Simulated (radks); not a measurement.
Results of a calculation; reference values are marked as such.
All-electron atom: V3+ in [Ar] 3d1.75 4d0.25 (fractional occupations, a model configuration).

Level of theory: scalar-relativistic Kohn-Sham, SOGGA, spin-unpolarised, spherical densities, point nucleus (a radial shooting solver on a logarithmic mesh with Libxc functionals).

Energy parts (eV):
| part | energy |
|---|---|
| total | -25735.178 |
| kinetic | 25975.611 |
| electron-nucleus | -60562.956 |
| Hartree | 10020.563 |
| exchange-correlation | -1168.396 |

Orbitals (lengths in bohr, moments of r in powers of bohr; <r^-3> diverges for s and p1/2):
\begin{tabular}{lrrr}
orbital & occ. & eigenvalue (eV) & <r^-3> \\ \hline
1s & 2 & -5395.539 & - \\
2s & 2 & -639.7247 & - \\
2p & 6 & -540.5654 & 310.1 \\
3s & 2 & -106.0933 & - \\
3p & 6 & -79.6090 & 38.57 \\
3d & 1.75 & -39.1333 & 3.338 \\
4d & 0.25 & -14.6141 & 0.4575 \\
\end{tabular}

The highest occupied level is 4d at -14.614 eV. Summed over all electrons, <r^2> = 16.62 bohr^2, which gives a Langevin (diamagnetic) susceptibility term of -13.2 x 10^-6 cm^3/mol. The density falls to 0.001 e/bohr^3 at r = 3.04 bohr.
